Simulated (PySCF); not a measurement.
Isomers of C7H12 and their computed core-level spectra.

Level of theory: PySCF, delta-SCF UKS SCAN, pcX-2 on the ionised atom, pcseg-1 elsewhere, spin-free X2C. Geometries: PBE0-D3(BJ)/def2-SVP; isolated species, one conformer each.

Line lists (1s up to Mg, 2p3/2 beyond; areas count atoms within a level, one atom standing for each set equivalent by bonding):
1. C 1s: 290.21 (area 2), 290.25 (area 2), 290.26 (area 1), 290.31 (area 2) eV
2. C 1s: 289.59 (area 1), 289.80 (area 1), 290.28 (area 1), 290.31 (area 1), 290.31 (area 1), 290.33 (area 1), 290.47 (area 1) eV
3. C 1s: 289.97 (area 1), 290.35 (area 1), 290.38 (area 1), 290.47 (area 1), 290.53 (area 1), 290.57 (area 1), 291.23 (area 1) eV
4. C 1s: 289.38 (area 1), 290.31 (area 1), 290.48 (area 2), 290.52 (area 1), 290.55 (area 1), 290.58 (area 1) eV

Structures:
A. `C1CCC2(C1)CC2`
B. `CC=C1CCCC1`
C. `C#CC[C@@H](C)CC`
D. `C=C(CC)C1CC1`

**Question.** Which list belongs to which compound?

**Answer.** 
- 1 = A: no other candidate has these counts of sites. C 1s: 290.21 three-membered-ring carbon (×2), 290.25 ring CH2 carbon (×2), 290.26 sp3 carbon at a ring junction, 290.31 ring CH2 carbon (×2).
- 2 = B: another candidate has the same counts of sites, so positions decide. C 1s: 289.59 alkene CH carbon, 289.80 fully substituted alkene carbon, 290.28 allylic carbon, 290.31 allylic carbon, 290.31 ring CH2 carbon, 290.33 ring CH2 carbon, 290.47 allylic carbon.
- 3 = C: another candidate has the same counts of sites, so positions decide. C 1s: 289.97 terminal alkyne carbon, 290.35 chain CH2 carbon, 290.38 methyl carbon, 290.47 methyl carbon, 290.53 alkyne carbon, 290.57 sp3 CH carbon, 291.23 propargylic carbon.
- 4 = D: no other candidate has these counts of sites. C 1s: 289.38 terminal =CH2 carbon, 290.31 fully substituted alkene carbon, 290.48 three-membered-ring carbon (×2), 290.52 methyl carbon, 290.55 allylic carbon, 290.58 allylic carbon.

2 of these hole states are spin-contaminated (⟨S²⟩ up to 0.87, against 0.75; counted from 0.85) and less certain.
